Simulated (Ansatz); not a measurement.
A set of 12 reactions (atomization), with CCSD(T)/CBS values in kJ/mol:

| reaction | ΔE |
| --- | --- |
| `FC(Cl)Br` → Br• + C• + Cl• + F• + H• | 1536.7 |
| `C[CH2][Al]([OH])[OH]` → Al• + 2 C• + 7 H• + 2 O• | 4671.7 |
| `B/C=C(/N)F` → B• + 2 C• + F• + 5 H• + N• | 3892.4 |
| `CS(=O)(=O)Cc1ccccc1` → 8 C• + 10 H• + 2 O• + S• | 9266.3 |
| `O[BH][GaH2]` → B• + Ga• + 4 H• + O• | 2157.8 |
| `CCC(C)(C)OC(C)=O` → 7 C• + 14 H• + 2 O• | 9501.3 |
| `FBCF` → B• + C• + 2 F• + 3 H• | 2725.4 |
| `FCC[SiH3]` → 2 C• + F• + 7 H• + Si• | 3887.2 |
| `O=C1C[SiH]1[SiH2]O` → 2 C• + 6 H• + 2 O• + 2 Si• | 4471.0 |
| `FBC(F)Cl` → B• + C• + Cl• + 2 F• + 2 H• | 2639.3 |
| `CC(F)C(=N)O` → 3 C• + F• + 6 H• + N• + O• | 4841.4 |
| `N[Si]1(O)CC1` → 2 C• + 7 H• + N• + O• + Si• | 4610.6 |

Program: Ansatz. Geometries: PBE0-D4/def2-TZVP. ΔE: electronic, gas phase. CCSD(T)/CBS is the MP2 limit (def2-TZVPP, def2-QZVPP) plus CCSD(T) − MP2 in def2-TZVPP, frozen cores. This one scheme is used for every species, atoms too. Functionals use def2-TZVPP. B3LYP here is the variant with VWN-RPA as its local correlation; programs differ in this. No spin–orbit coupling; open shells (•) take unrestricted orbitals. Spin–orbit coupling would lower the free atoms: a little for Al, B, C, Cl, F, O, S, Si; clearly for Br, Ga. Bonds to Br, Ga are less sure, by a few kJ/mol each and by 10 to 20 or more in all where they break to atoms, as the def2 sets lack core-valence functions. Scalar relativity is left out up to krypton. Each species was taken in one conformer, which may not be the lowest.

Q: Give the mean, mean absolute and largest difference (level minus CCSD(T)/CBS, kJ/mol) for: PBE-D4, B3LYP-D4, ωB97X-V, ωB97M-V, B2PLYP, PBE, PBE0, B3LYP, HF/def2-TZVPP, CCSD(T)/def2-TZVPP, HF/def2-QZVPP, SCS-MP2/def2-QZVPP, HF/CBS(def2), MP2/CBS(def2). (An estimate is asked.)

A: Ansatz gave: 
```
             level     mean  mean absolute  largest
            PBE-D4    124.1          124.1    365.7
          B3LYP-D4     -0.3           14.3     49.7
           ωB97X-V     12.9           16.5     34.8
           ωB97M-V     17.9           19.4     47.1
            B2PLYP    -42.7           42.8    -90.7
               PBE    100.1          100.1    298.1
              PBE0      5.2           31.0     87.2
             B3LYP    -38.6           42.7    -97.6
     HF/def2-TZVPP  -1255.4         1255.4  -2648.8
CCSD(T)/def2-TZVPP   -117.6          117.6   -257.1
     HF/def2-QZVPP  -1249.2         1249.2  -2633.6
SCS-MP2/def2-QZVPP     19.2           19.5     53.8
      HF/CBS(def2)  -1248.3         1248.3  -2631.3
     MP2/CBS(def2)    102.2          102.2    293.4
```

The largest T1 diagnostic in the set is 0.018, for Al• (customary mark 0.045).

CCSD(T)/CBS is a level of theory with its own doubt, and the functionals carry their triple-zeta basis error, so these figures describe this set and don't rank the functionals.
